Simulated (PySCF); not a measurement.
pyrimidine-2-carbonitrile (C₅H₃N₃), SMILES N#Cc1ncccn1.

Geometry optimised at B3LYP-D3(BJ)/def2-SVP.

Level of theory: PySCF with PBE/def2-TZVP.

Symmetry labels are those of the subgroup C2v that the program uses (full group C2v).

Q: List the valence orbital energies around the gap with their symmetry. (The exact figures need the calculation; the answer reports its results.)

A: 
| orbital | symmetry | energy (eV) |
|---|---|---|
| HOMO−7 | B2 | -10.98 |
| HOMO−6 | B1 | -9.20 |
| HOMO−5 | A1 | -8.88 |
| HOMO−4 | A2 | -8.84 |
| HOMO−3 | B2 | -8.58 |
| HOMO−2 | A1 | -8.04 |
| HOMO−1 | B1 | -7.71 |
| HOMO | B2 | -6.59 |
| LUMO | B1 | -3.25 |
| LUMO+1 | A2 | -2.98 |
| LUMO+2 | B2 | -0.51 |
| LUMO+3 | B1 | 0.06 |
